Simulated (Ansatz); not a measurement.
Ga2O3⁻, relaxed as a doublet with UKS PBE0-D4/def2-SVPD in Ansatz, starting from the GFN2-xTB geometry. Force threshold 0.02 eV/Å.

The relaxation made no stability test and no search for a lower SCF solution. The structure comes from a short search, and lower isomers may exist.

Start:

Cartesian coordinates in Å:
```
Ga -0.604 0.234 -1.691
Ga 0.614 -0.236 1.687
O -1.174 0.446 -3.229
O 1.152 -0.441 3.239
O 0.013 -0.003 -0.005
```

Estimate the energy that the relaxation releases and the steps that it takes.

1.49 eV, in 35 steps; 1.9 min on 4 threads of Arm Neoverse V2 on a shared host. The force fell under the threshold at step 6, but the optimiser went on and released 1.426 eV more. No frequencies were taken in this run, so the end may be a saddle point.

Does the start keep its bonding and symmetry?

Bonds formed: Ga1–O4 (atoms count from 1). Metal–metal contacts that move far: Ga1–Ga2 3.62 to 2.60 Å. Point group D∞h at the start, C2v at the end, both within 0.05 Å.

Predict the relaxed structure.


Cartesian coordinates in Å:
```
Ga -0.293 0.352 -0.565
Ga 0.757 -0.909 1.458
O -0.978 1.176 -1.886
O 0.142 0.789 1.241
O 0.373 -1.408 -0.248
```
Bond lengths (bridged metal pairs left out): 5 × Ga–O 1.70 to 1.91 Å.
